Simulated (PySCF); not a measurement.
Two-photon absorption: `InChI=1S/C8H17N/c1-2-3-6-9-7-4-5-8-9/h2-8H2,1H3`

Cartesian coordinates in Å; atom numbers follow the order of the lines, from 1:
```xyz
26

C     4.210    0.461    0.268
C     3.010    0.013   -0.549
C     1.683    0.210    0.170
C     0.485   -0.214   -0.664
N    -0.762   -0.159    0.052
C    -1.208    1.162    0.447
C    -2.670    0.962    0.873
C    -3.073   -0.390    0.248
C    -1.887   -0.744   -0.643
H     4.149    1.533    0.514
H     5.155    0.297   -0.272
H     4.272   -0.090    1.221
H     2.989    0.562   -1.508
H     3.121   -1.052   -0.819
H     1.584    1.272    0.458
H     1.672   -0.365    1.112
H     0.446    0.404   -1.595
H     0.636   -1.255   -0.997
H    -0.581    1.576    1.251
H    -1.151    1.875   -0.410
H    -2.765    0.933    1.968
H    -3.299    1.791    0.518
H    -4.018   -0.343   -0.312
H    -3.191   -1.153    1.031
H    -1.747   -1.829   -0.779
H    -2.019   -0.300   -1.659
```

Level of theory: PySCF, TDDFT CAM-B3LYP/def2-SVPD excited states, vertical, gas phase. Geometry: PBE0-D3(BJ)/def2-SVP.

States above about 7.5 eV (minus the energy of the highest occupied orbital) lie near or above the ionisation threshold and depend on the basis.

Problem. Give the one- and two-photon strengths of the lowest singlets.

Solution. δ for parallel linear polarisation; σ at the peak of a Lorentzian of half width 0.1 eV, single beam; Ω is circular over linear.
```tsv
state	E (eV)	f	photon λ (nm)	δ (au)	σ (GM)	Ω	main
S1	6.14	0.019	404	213	2.94	0.17	HOMO→LUMO 0.75, HOMO→LUMO+1 0.13
S2	6.68	0.015	371	25.7	0.42	1.49	HOMO→LUMO+2 0.85
S3	6.84	0.035	363	42.3	0.73	1.15	HOMO→LUMO+1 0.55, HOMO→LUMO+3 0.29
S4	7.01	0.111	354	101	1.82	0.21	HOMO→LUMO+5 0.51, HOMO→LUMO+3 0.31
S5	7.43	0.008	334	68.5	1.39	0.81	HOMO→LUMO+5 0.32, HOMO→LUMO+3 0.22
S6	7.55	0.001	328	117	2.45	0.56	HOMO→LUMO+4 0.73, HOMO→LUMO 0.09
```

Among these, the strongest one-photon state is S4, the strongest two-photon state S1, with a dipole change of 1.6 D (relaxed, norm of the difference vector).
